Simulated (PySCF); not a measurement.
## Ba (barium, neutral): UHF calculation

Configuration: [Xe] 5d1 6s1, high-spin 3D determinant (an excited configuration). Calculation: PySCF 2.14, in ANO-RCC-VTZP; the spin-free X2C one-electron Hamiltonian (Gaussian nucleus).

* Total energy: -8131.261678 hartree
* One-electron energy: -11102.0634 hartree
* Hartree (Coulomb) energy: 3167.8642 hartree
* Exchange energy: -197.0625 hartree
* ⟨S²⟩: 2.0043
* ⟨L²⟩: 6.028
* Sum of ⟨r⟩: 43.62 bohr
* Sum of ⟨r²⟩: 95.46 bohr²
* Traceless quadrupole moment −½Σ⟨3z² − r²⟩ along its main axis: 5.80 e·bohr²
* Langevin diamagnetic susceptibility: -75.6 ×10⁻⁶ cm³/mol

| shell | electrons | mean orbital energy (eV) | spread (eV) | rms radius, mean of both spins (bohr) |
| --- | --- | --- | --- | --- |
| 1s α | 1 | -37616.1 | 0 | 0.0292 |
| 1s β | 1 | -37616.1 | 0 | 0.0292 |
| 2s α | 1 | -6051.1 | 0 | 0.119 |
| 2s β | 1 | -6051.1 | 0 | 0.119 |
| 2p α | 3 | -5424.5 | 0.001 | 0.106 |
| 2p β | 3 | -5424.5 | 0.023 | 0.106 |
| 3s α | 1 | -1321.8 | 0 | 0.311 |
| 3s β | 1 | -1321.8 | 0 | 0.311 |
| 3p α | 3 | -1115.5 | 0.040 | 0.311 |
| 3p β | 3 | -1115.5 | 0.047 | 0.311 |
| 3d α | 5 | -813.51 | 0.076 | 0.289 |
| 3d β | 5 | -813.49 | 0.054 | 0.289 |
| 4s α | 1 | -277.61 | 0 | 0.715 |
| 4s β | 1 | -277.53 | 0 | 0.715 |
| 4p α | 3 | -208.12 | 0.061 | 0.761 |
| 4p β | 3 | -208.07 | 0.112 | 0.761 |
| 4d α | 5 | -103.52 | 0.186 | 0.862 |
| 4d β | 5 | -103.45 | 0.159 | 0.862 |
| 5s α | 1 | -42.351 | 0 | 1.77 |
| 5s β | 1 | -41.947 | 0 | 1.77 |
| 5p α | 3 | -23.539 | 0.245 | 2.07 |
| 5p β | 3 | -22.941 | 0.536 | 2.07 |
| 6s α | 1 | -4.474 | 0 | 5.50 |
| 5d α | 1 | -3.748 | 0 | 4.45 |

Spin-orbit coupling, absent here, splits the open shell strongly.

Densities and radii are taken from the X2C orbitals without a picture-change correction, which distorts them close to the nucleus.

Spin-orbit constants ζ (cm⁻¹) from the X2C one-electron operator on these orbitals: bare nucleus, nucleus screened by l(l+1)(2l+1)/3 electrons, and screened by the Breit-Pauli mean field of the electrons.

```tsv
shell	bare	screened nucleus	mean field
2p	2021000	1949000	n/a
3p	395900	381800	n/a
3d	60780	49930	n/a
4p	79640	76800	n/a
4d	9832	8076	n/a
5p	9730	9383	n/a
5d	326.1	267.9	n/a
```

To first order the Landé constant is A = 133.9 cm⁻¹, so the lowest level has J = 1 and lies 0.0498 eV below the centre of the term. This holds in LS coupling only.
